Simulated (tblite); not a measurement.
cyclopentasilane (H₁₀Si₅), singlet, at a GFN2-xTB geometry; GFN1-xTB (tblite 0.6.0).

Here is a job for tblite.
```
$ tblite run mol.xyz --method gfn1 --charge 0 --spin 0 --spin-polarized --json tblite.json --no-restart

# file mol.xyz
15

Si     0.89417552     1.27504538     1.23383194
Si     1.84705489    -0.65518290     0.32696139
Si     0.23760211    -1.69522418    -1.00879286
Si    -1.70023993    -0.39230054    -0.95029712
Si    -1.27859856     1.46770474     0.39832196
H      0.89674347     1.22968577     2.70132679
H      1.69637423     2.46618182     0.93006335
H      2.33852119    -1.55641725     1.37625952
H      3.05646552    -0.34046095    -0.44354549
H     -0.02599594    -3.06728188    -0.55816686
H      0.71891426    -1.87649521    -2.38377269
H     -2.84572076    -1.16314357    -0.45121847
H     -2.12116492     0.00564146    -2.29909414
H     -1.45003107     2.71786551    -0.35222064
H     -2.26402256     1.58382923     1.48001450
```

The log (banner, timings and long lists left out):

```
xTB calculator
 | screened Coulomb repulsion
 | Coulomb electrostatics
 |  * isotropic Klopman-Ohno-Mataga-Nishimoto electrostatics
 |  * onsite third-order electrostatics
 | DFT-D3(BJ) dispersion correction
 | Interactions (1)
 | [1] spin polarization

halogen bonding energy    0.0000000000000E+00 Eh
repulsion energy          1.3377857791546E-01 Eh
dispersion energy        -8.0063951825429E-03 Eh
interaction energy        0.0000000000000E+00 Eh
number of electrons       3.0000000000000E+01 e
integral cutoff           2.8146159136829E+01 bohr

------------------------------------------------------------
  cycle        total energy    energy error   density error
------------------------------------------------------------
      1     -14.55936451499  -1.4685137E+01   2.2451684E-01
      2     -14.58881043736  -2.9445922E-02   1.2735284E-01
      3     -14.59009764586  -1.2872085E-03   2.2825797E-02
      4     -14.59086526025  -7.6761438E-04   2.2446355E-03
      5     -14.59086483081   4.2943262E-07   1.0526036E-03
      6     -14.59086906447  -4.2336550E-06   4.4297804E-06
      7     -14.59086906451  -3.8950176E-11   7.8838451E-07
------------------------------------------------------------

electronic energy        -1.4716641247241E+01 Eh
total energy             -1.4590869064508E+01 Eh

Post processing:
 | Mayer-Wiberg bond orders

[Info] JSON dump of results written to 'tblite.json'
```
